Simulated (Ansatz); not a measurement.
Ansatz (a first-principles code) job for BBr₃, SMILES BrB(Br)Br (connectivity only; charge and spin as stated), charge +1, multiplicity 2, PBE0-D3(BJ)/def2-SVP. 

Ansatz 0.2 input:
```yaml
crystal:
  periodic: [false, false, false]
  atoms:
    - {symbol: B, position_ang: [0.00000000, 0.00000000, 0.00000000]}
    - {symbol: Br, position_ang: [1.89468245, -0.00000000, -0.00000000]}
    - {symbol: Br, position_ang: [-0.94734123, -1.64084313, -0.00000000]}
    - {symbol: Br, position_ang: [-0.94734123, 1.64084313, -0.00000000]}
basis:
  gaussian:
    orbitals: def2-SVP
hamiltonian:
  xc: pbe0
  dispersion: d3bj
total_charge: 1
magnetization: {spin_polarized: true, initial_magnetization: 1}
relax: {f_tol: 0.002, max_steps: 200}
```

Log of the run:

```
WARN ansatz: RAYON_NUM_THREADS=1 ignored (pool sized by the plan → 1); use --threads N
Functional definition: PBE0
integrals: 0.06 GiB planned
1148 factors; integrals over basis functions are off by at most 4.1e-4 eV
mean field: 1.35 GiB planned
mean field evaluation 1: about -210755.6595 eV, gradient 1.3e1 eV
mean field evaluation 2: about -210754.7025 eV, gradient 1.8e1 eV
mean field evaluation 4: about -210756.6999 eV, gradient 6.4e-1 eV
mean field evaluation 8: about -210756.7204 eV, gradient 1.5e-2 eV
mean field evaluation 16: about -210756.2321 eV, gradient 4.1e0 eV
mean field -210756.72040383 eV, -7745.1666188048 hartree, gradient 4.0e-5 eV, S^2 0.753460; 3 other end points of the search recorded, 0 dependent functions left out
the calculation of the forces begins
reference -210756.72042426 eV, -7745.1666195555 hartree; 55, 54 occupied and 55, 56 virtual orbitals, 1148 factors
relax step   1: F+E_penalty+E_count = -210756.86173335 eV  Δ(F+E_penalty+E_count) = +0.000e0 eV  max|allowed force component| = 3.860e-1 eV/Å  Δτ_max = 0.0000 Å  (56 SCF iters, accepted)
these checks for a lower state are left out or cut short: starts, cluster_reference, orbital_swaps, neighbouring_geometries, increment
integrals: 0.06 GiB planned
1148 factors; integrals over basis functions are off by at most 3.8e-4 eV
mean field: 1.35 GiB planned
mean field evaluation 32: about -210756.7289 eV, gradient 1.2e-5 eV
mean field -210756.72885859 eV, -7745.1669295113 hartree, gradient 1.2e-5 eV, S^2 0.753428; 0 other end points of the search recorded, 0 dependent functions left out
the calculation of the forces begins
reference -210756.72887896 eV, -7745.1669302601 hartree; 55, 54 occupied and 55, 56 virtual orbitals, 1148 factors
relax step   2: F+E_penalty+E_count = -210756.87070160 eV  Δ(F+E_penalty+E_count) = -8.968e-3 eV  max|allowed force component| = 9.058e-2 eV/Å  Δτ_max = 0.0125 Å  (37 SCF iters, accepted)
these checks for a lower state are left out or cut short: starts, cluster_reference, orbital_swaps, neighbouring_geometries, increment
integrals: 0.06 GiB planned
1148 factors; integrals over basis functions are off by at most 3.8e-4 eV
mean field: 1.35 GiB planned
mean field -210756.72921003 eV, -7745.1669424266 hartree, gradient 2.2e-5 eV, S^2 0.753419; 0 other end points of the search recorded, 0 dependent functions left out
the calculation of the forces begins
reference -210756.72923039 eV, -7745.1669431748 hartree; 55, 54 occupied and 55, 56 virtual orbitals, 1148 factors
relax step   3: F+E_penalty+E_count = -210756.87120420 eV  Δ(F+E_penalty+E_count) = -5.026e-4 eV  max|allowed force component| = 1.365e-3 eV/Å  Δτ_max = 0.0037 Å  (30 SCF iters, accepted)
integrals: 0.06 GiB planned
1148 factors; integrals over basis functions are off by at most 3.8e-4 eV
mean field: 1.35 GiB planned
mean field evaluation 64: about -210755.8602 eV, gradient 5.7e0 eV
mean field -210756.72921003 eV, -7745.1669424266 hartree, gradient 2.2e-5 eV, S^2 0.753419; 4 other end points of the search recorded, 0 dependent functions left out
the calculation of the forces begins
reference -210756.72923039 eV, -7745.1669431748 hartree; 55, 54 occupied and 55, 56 virtual orbitals, 1148 factors
Total energy: -210756.87122456 eV, -7745.1721613644 hartree
Atom 0 at    -0.000024     0.000000    -0.000000 Å, force    -0.000140     0.000000     0.000000 eV/Å
Atom 1 at     1.878458    -0.000000     0.000000 Å, force     0.001365    -0.000000    -0.000000 eV/Å
Atom 2 at    -0.939217    -1.626833     0.000000 Å, force    -0.000613    -0.001108    -0.000000 eV/Å
Atom 3 at    -0.939217     1.626833     0.000000 Å, force    -0.000613     0.001108    -0.000000 eV/Å
Dipole moment:     0.000038    -0.000000     0.000000 e Å
```

The calculation finished and met its thresholds.

Cost: roughly 30 core-seconds.
